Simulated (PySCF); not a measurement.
Compound: C2HIN2O.
SMILES with atom numbers: `[I:1][c:2]1[n:3][cH:4][n:5][o:6]1` (hydrogens: H7 on C4)

Method: PBE0-D3(BJ)/def2-SVP geometry optimisation, gas phase, def2 core potentials past Kr in PySCF.

Q: Give the optimised bond lengths and angles.

A: 
```json
{"bond": "I1–C2", "length (Å)": "2.058", "order": "single"}
{"bond": "C2–N3", "length (Å)": "1.292", "order": "aromatic"}
{"bond": "N3–C4", "length (Å)": "1.366", "order": "aromatic"}
{"bond": "C4–N5", "length (Å)": "1.302", "order": "aromatic"}
{"bond": "N5–O6", "length (Å)": "1.373", "order": "aromatic"}
{"bond": "C2–O6", "length (Å)": "1.331", "order": "aromatic"}
{"bond": "C4–H7", "length (Å)": "1.090", "order": "single"}
```

Orders are formal, as drawn. A selection of angles:
```json
{"angle": "I1–C2–N3", "degrees": "128.1"}
{"angle": "I1–C2–O6", "degrees": "118.0"}
{"angle": "N3–C2–O6", "degrees": "113.8"}
{"angle": "C2–N3–C4", "degrees": "101.3"}
{"angle": "N3–C4–N5", "degrees": "114.8"}
{"angle": "N3–C4–H7", "degrees": "123.7"}
{"angle": "N5–C4–H7", "degrees": "121.4"}
{"angle": "C4–N5–O6", "degrees": "103.4"}
{"angle": "C2–O6–N5", "degrees": "106.6"}
```

The C–N distances run from 1.292 Å (C2–N3, aromatic) to 1.366 Å (N3–C4, aromatic), a spread of 0.074 Å. The 5-membered ring C2–N3–C4–N5–O6 has internal angles of 101.3° to 114.8°; it is planar, 0.00 Å rms from its mean plane, widest ring torsion 0°. N3 (pyridine-type nitrogen) is bent (angle 101.3°). The 6 heavy atoms lie in one plane (0.001 Å rms).

Point group: Cs (tolerance 0.08 Å). PBE0-D3(BJ)/def2-SVP frequencies: not computed here.
